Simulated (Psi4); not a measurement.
I4Zr, singlet, geometry from GFN2-xTB (such geometries of metal compounds can be far from the true shape) (all electrons, no relativity).

Psi4 was given this input:
```
memory 2 GB

molecule {
0 1
  Zr   -0.00000000    0.00000000   -0.00000000
  I     2.18545725   -0.64946479   -1.61123517
  I     0.86527892    0.40345503    2.62347539
  I    -1.19847694    2.33403420   -0.95396228
  I    -1.85225923   -2.08802445   -0.05827794
}

set basis 3-21g
set scf_type pk

energy('pbe0')
print_variables()
```

Q: What does this run give for the dipole moment, total energy, number of basis functions, nuclear repulsion energy?

A: 
| Property | Result |
|---|---|
| dipole moment | 0.00 D |
| total energy | -31084.8017 Eh |
| number of basis functions | 171 |
| nuclear repulsion energy | 3563.6675 Eh |
